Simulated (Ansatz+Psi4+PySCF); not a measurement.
Two shapes of doublet BeH₂(+).

Shape 1:

```xyz
3

H     0.0000    0.0000    0.0045
Be    0.0000    0.0000    1.3300
H     0.0000    0.0000    2.6555
```

Shape 2:

```xyz
3

H    -0.0073    0.0063    0.0220
Be    0.0142    0.0064    1.3174
H     0.0043    0.0191    2.6512
```

Basis set: cc-pVTZ on H; cc-pCVTZ on Be (spherical functions). Charge 1, multiplicity 2.

Computed with Ansatz (development build ahead of 0.2.0) and Psi4 1.11; each method stands on the lowest determinant of its kind that the runs found.

(1) Which shape is lower in energy, and by how much in each method?

Answers

(1)

| method | E(2) − E(1) (eV) |
| --- | --- |
| ROHF | -0.030 |
| UHF | 0.013 |

The methods disagree on the order. Caution for ROHF: the determinant breaks the point group.
